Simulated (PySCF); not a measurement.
Isomers of C2H5B. Isolated molecules, 0 K electronic values unless said otherwise. One relaxed conformer stands for each flexible species; it need not be the lowest. Strings in code marks are SMILES.

The S1 excitation (TDA) from two functionals at the same geometries (PBE0-D4/def2-TZVP), both in PySCF: PBE-D3(BJ)/def2-TZVP and B3LYP-D3(BJ)/def2-TZVP. B3LYP has the VWN-RPA correlation part, as in Gaussian. Excitations are Tamm–Dancoff values on a coarser integration grid. The basis has no diffuse functions, so Rydberg states are missing or too high.

| species | PBE-D3(BJ)/def2-TZVP (eV) | B3LYP-D3(BJ)/def2-TZVP (eV) |
|---|---|---|
| `B1CC1` | 3.98 | 4.13 |
| `[H]/B=C/C` | 2.89 | 2.92 |
| `BC=C` | 4.74 | 5.28 |

Over these rows, drawn at random from the members with no instability flagged (it was tested for open shells, ions and some series alone), PBE minus B3LYP-D3(BJ): mean -0.24 eV, from -0.55 eV to -0.03 eV.
